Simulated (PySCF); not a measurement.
```xyz
14

C     -2.5279     1.2736    -0.0027
C     -1.8173     2.3129    -0.0058
C     -0.5804     2.7703    -0.0069
C      0.6752     2.8628    -0.0074
C      1.8043     2.1812    -0.0065
C      2.6593     1.2571    -0.0046
C      2.8304    -0.0506    -0.0009
C      2.6407    -1.2952     0.0027
C      1.7251    -2.2445     0.0053
C      0.6337    -2.8721     0.0073
C     -0.6793    -2.7481     0.0074
C     -1.8505    -2.2863     0.0067
C     -2.5720    -1.1823     0.0043
C     -2.9414     0.0213     0.0012
```

Charge 0, multiplicity 1.

Q: Give the Mulliken and meta-Löwdin atomic charges from PBE0-D3(BJ)/def2-SVP // CAM-B3LYP-D3(BJ)/def2-SVP (PySCF).

A: 
```json
[
 {"atom": "C1", "Mulliken (e)": "0.19", "meta-Löwdin (e)": "0.06"},
 {"atom": "C2", "Mulliken (e)": "-0.19", "meta-Löwdin (e)": "-0.06"},
 {"atom": "C3", "Mulliken (e)": "0.19", "meta-Löwdin (e)": "0.06"},
 {"atom": "C4", "Mulliken (e)": "-0.19", "meta-Löwdin (e)": "-0.06"},
 {"atom": "C5", "Mulliken (e)": "0.19", "meta-Löwdin (e)": "0.06"},
 {"atom": "C6", "Mulliken (e)": "-0.19", "meta-Löwdin (e)": "-0.06"},
 {"atom": "C7", "Mulliken (e)": "0.19", "meta-Löwdin (e)": "0.06"},
 {"atom": "C8", "Mulliken (e)": "-0.19", "meta-Löwdin (e)": "-0.06"},
 {"atom": "C9", "Mulliken (e)": "0.19", "meta-Löwdin (e)": "0.06"},
 {"atom": "C10", "Mulliken (e)": "-0.19", "meta-Löwdin (e)": "-0.06"},
 {"atom": "C11", "Mulliken (e)": "0.19", "meta-Löwdin (e)": "0.06"},
 {"atom": "C12", "Mulliken (e)": "-0.19", "meta-Löwdin (e)": "-0.06"},
 {"atom": "C13", "Mulliken (e)": "0.19", "meta-Löwdin (e)": "0.06"},
 {"atom": "C14", "Mulliken (e)": "-0.19", "meta-Löwdin (e)": "-0.06"}
]
```
